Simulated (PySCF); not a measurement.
## Fine-structure interval along the 13-electron series

Calculated with PySCF 2.14 and a two-component X2C-1e Hamiltonian (Gaussian nucleus, no Breit or QED terms), each ion in its own even-tempered basis scaled to its charge; GMP2 freezes 1s2 and drops the highest virtual spinors. Values in cm⁻¹.

```
    ion  configuration  GHF (screened spin-orbit)  GMP2 (screened spin-orbit)  GHF (bare spin-orbit)
Xe(41+)   [Ne] 3s2 3p1                     683760                      680580                 711370
Cs(42+)   [Ne] 3s2 3p1                     744350                      740950                 773900
Ba(43+)   [Ne] 3s2 3p1                     809340                      805820                 840950
```

Between Z = 54 and Z = 56 the GHF (bare spin-orbit) value grows as Z to the power 4.60.
